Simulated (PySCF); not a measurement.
# How methods differ on the ionisation energy of Al²⁺

Al²⁺ [Ne] 3s1 (2S) → Al³⁺ [Ne] (1S), as a difference of total energies. Computed with PySCF 2.14 in 6-31G* (4s3p1d, 18 functions), with the non-relativistic Hamiltonian (point nucleus). The calculations carry no spin-orbit coupling.

```
method  ionisation energy (eV)  error (eV)
   UHF                  27.994      -0.454
r2SCAN                  28.291      -0.157
  TPSS                  28.404      -0.044
```

Reference: 28.448 eV (measured; NIST Atomic Spectra Database, ionization energies).
